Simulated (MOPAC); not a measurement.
Input for MOPAC: PM6 on CH4Be (SMILES [BeH][CH3]), a point of a bond scan (R = 1.479 Å).

```
PM6 1SCF PRECISE CHARGE=0 THREADS=1
CH4Be

Be    -0.93852540 1    -0.49476050 1    -0.13416384 1
H     -2.10724892 1    -1.11087408 1    -0.30123490 1
C      0.53116533 1     0.28001333 1     0.07593101 1
H      1.18499053 1    -0.10639309 1     1.34470645 1
H      0.42177910 1     1.36971531 1     0.09486335 1
H      1.23709912 1     0.04633441 1    -0.72832381 1
```

The log:

```
*******************************************************************************
 **                                                                           **
 **                              MOPAC v23.2.5                                **
 **                                                                           **
 *******************************************************************************
 ** MOPAC's Digital Object Identifier: https://doi.org/10.5281/zenodo.6511958 **
 **                                                                           **
 ** Please cite the open-source release paper for use of this MOPAC version:  **
 ** J. E. Moussa and J. J. P. Stewart (2026)                                  **
 ** MOPAC: An open-source semiempirical molecular orbital program             **
 ** J. Open Source Softw., 11(119), 8025, https://doi.org/10.21105/joss.08025 **
 *******************************************************************************

                              PM6 CALCULATION RESULTS

 *******************************************************************************
 *  PM6        - The PM6 Hamiltonian to be used
 *
 *
 *
 *                 CHARGE ON SYSTEM = 0
 *
 *
 *
 *  PRECISE    - TIGHTER CRITERIA TO BE USED
 *  1SCF       - DO 1 SCF AND THEN STOP
 *  THREADS=1  - MULTI-THREADING NOT USED
 *  T=         - A TIME OF 172800.0 SECONDS REQUESTED
 *  DUMP=N     - RESTART FILE WRITTEN EVERY 7200.0 SECONDS REQUESTED
 *******************************************************************************
PM6 1SCF PRECISE CHARGE=0 THREADS=1
 CH4Be

   ATOM   CHEMICAL          X               Y               Z
  NUMBER   SYMBOL      (ANGSTROMS)     (ANGSTROMS)     (ANGSTROMS)

     1      Be         -0.93852540  *  -0.49476050  *  -0.13416384  *
     2       H         -2.10724892  *  -1.11087408  *  -0.30123490  *
     3       C          0.53116533  *   0.28001333  *   0.07593101  *
     4       H          1.18499053  *  -0.10639309  *   1.34470645  *
     5       H          0.42177910  *   1.36971531  *   0.09486335  *
     6       H          1.23709912  *   0.04633441  *  -0.72832381  *



          CARTESIAN COORDINATES

    NO.       ATOM           X           Y           Z

     1        Be         -0.9385     -0.4948     -0.1342
     2         H         -2.1072     -1.1109     -0.3012
     3         C          0.5312      0.2800      0.0759
     4         H          1.1850     -0.1064      1.3447
     5         H          0.4218      1.3697      0.0949
     6         H          1.2371      0.0463     -0.7283

 General Reference for PM6:
 "Optimization of Parameters for Semiempirical Methods V: Modification of NDDO Approximations
 and Application to 70 Elements", J. J. P. Stewart, J. Mol. Mod., 13, 1173-1213 (2007)
 URL: https://link.springer.com/article/10.1007/s00894-007-0233-4

           Empirical Formula: C H4 Be  =     6 atoms



      MOLECULAR POINT GROUP   :   Cs


      RHF CALCULATION, NO. OF DOUBLY OCCUPIED LEVELS = 5


 -------------------------------------------------------------------------------
 PM6 1SCF PRECISE CHARGE=0 THREADS=1
 CH4Be



     1SCF WAS SPECIFIED, SO BFGS WAS NOT USED
     SCF FIELD WAS ACHIEVED


                              PM6 CALCULATION
                                                       MOPAC v23.2.5 Linux




          FINAL HEAT OF FORMATION =         45.86152 KCAL/MOL =     191.88462 KJ/MOL


          COSMO AREA              =         83.69 SQUARE ANGSTROMS
          COSMO VOLUME            =         66.65 CUBIC ANGSTROMS

          IONIZATION POTENTIAL    =         10.771968 EV
          HOMO LUMO ENERGIES (EV) =        -10.772  3.649
          NO. OF FILLED LEVELS    =          5
          MOLECULAR WEIGHT        =         25.0548         POINT GROUP:  Cs

          MOLECULAR DIMENSIONS (Angstroms)

            Atom       Atom       Distance
            H     4    H     2     3.81536
            H     4    H     6     1.91541
            H     5    H     2     1.56254


          SCF CALCULATIONS        =          1





   ATOM   CHEMICAL          X               Y               Z
  NUMBER   SYMBOL      (ANGSTROMS)     (ANGSTROMS)     (ANGSTROMS)

     1      Be         -0.93852540  *  -0.49476050  *  -0.13416384  *
     2       H         -2.10724892  *  -1.11087408  *  -0.30123490  *
     3       C          0.53116533  *   0.28001333  *   0.07593101  *
     4       H          1.18499053  *  -0.10639309  *   1.34470645  *
     5       H          0.42177910  *   1.36971531  *   0.09486335  *
     6       H          1.23709912  *   0.04633441  *  -0.72832381  *

                             CARTESIAN COORDINATES

   1   Be       -0.938525400    -0.494760500    -0.134163840
   2    H       -2.107248920    -1.110874080    -0.301234900
   3    C        0.531165330     0.280013330     0.075931010
   4    H        1.184990530    -0.106393090     1.344706450
   5    H        0.421779100     1.369715310     0.094863350
   6    H        1.237099120     0.046334410    -0.728323810


           Empirical Formula: C H4 Be  =     6 atoms



      MOLECULAR POINT GROUP   :   Cs


                  EIGENVALUES
 -22.28456 -12.94583 -11.88151 -11.69401 -10.77197   3.64877   4.30985   5.05955
   5.28026   6.64123   6.77600   7.61140


              NET ATOMIC CHARGES AND DIPOLE CONTRIBUTIONS

  ATOM NO.   TYPE          CHARGE      No. of ELECS.   s-Pop       p-Pop
    1         Be           0.395643        1.6044     0.83305     0.77131
    2          H          -0.087208        1.0872     1.08721
    3          C          -0.796896        4.7969     1.13556     3.66134
    4          H           0.173078        0.8269     0.82692
    5          H           0.157692        0.8423     0.84231
    6          H           0.157691        0.8423     0.84231
 DIPOLE           X         Y         Z       TOTAL
 POINT-CHG.    -0.692    -0.563     0.219     0.919
 HYBRID         1.004     0.593     0.041     1.167
 SUM            0.312     0.030     0.260     0.407


          ATOMIC ORBITAL ELECTRON POPULATIONS

     Atom    s        px        py        pz
    1 Be   0.83305   0.56091   0.17075   0.03965
    2  H   1.08721
    3  C   1.13556   1.29563   1.21041   1.15530
    4  H   0.82692
    5  H   0.84231
    6  H   0.84231

 **********************
 *                    *
 * JOB ENDED NORMALLY *
 *                    *
 **********************




 == MOPAC DONE ==
```

The run finished.

Cost: about 0.03 core-seconds (a rough figure).
